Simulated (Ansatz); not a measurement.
Total energies of Cs₅⁻ from Ansatz at PBE/def2-TZVPD, gas phase (1 Eh = 27.2114 eV = 2625.5 kJ/mol). The reference geometry is relaxed at PBE0/def2-TZVPD.

```tsv
atom	x (Å)	y (Å)	z (Å)
Cs1	1.3388	4.7418	2.1204
Cs2	1.0335	-3.4824	-1.3927
Cs3	-1.8621	1.2437	0.3756
Cs4	3.8634	0.2117	0.4050
Cs5	-4.3736	-2.7148	-1.5083
```

| state | geometry | energy (Eh) |
| --- | --- | --- |
| charge -1 singlet | reference | -100.83197 |
| charge 0 doublet | reference | -100.79735 |
| charge -1 triplet | relaxed at PBE0/def2-TZVPD | -100.82537 |
| charge -1 quintet | relaxed at PBE0/def2-TZVPD | -100.80874 |

In the def2 sets Cs takes a core potential; there is no spin–orbit coupling.

(1) Work out the vertical ionisation energy to the doublet.

(2) Which of the charge -1 states is lowest, and how far above it are the others?

(1) E(charge 0 doublet) − E(charge -1 singlet) = -100.79735 − (-100.83197) = 0.03462 Eh = 0.94 eV. For comparison, −ε of the highest occupied level is 0.03 eV at this level, 0.91 eV less.

(2) The singlet. triplet: -100.82537 − (-100.83197) = 0.00660 Eh = 17.3 kJ/mol; quintet: -100.80874 − (-100.83197) = 0.02323 Eh = 61.0 kJ/mol. The triplet differs in its bonds from the reference.

At PBE/def2-TZVPD the highest occupied level of the charge -1 triplet lies above zero (up to 0.08 eV). It is a level of α spin, whose loss leaves a doublet; that state wasn't run at this geometry and level. The electron is either unbound and held by the finite basis, or the level is raised by self-interaction error. At PBE/def2-TZVPD the highest occupied level of the charge -1 quintet lies above zero (up to 0.06 eV). It is a level of α spin, whose loss leaves a quartet; that state wasn't run at this geometry and level. The electron is either unbound and held by the finite basis, or the level is raised by self-interaction error. 

The structure comes from a short search, and lower isomers may exist.
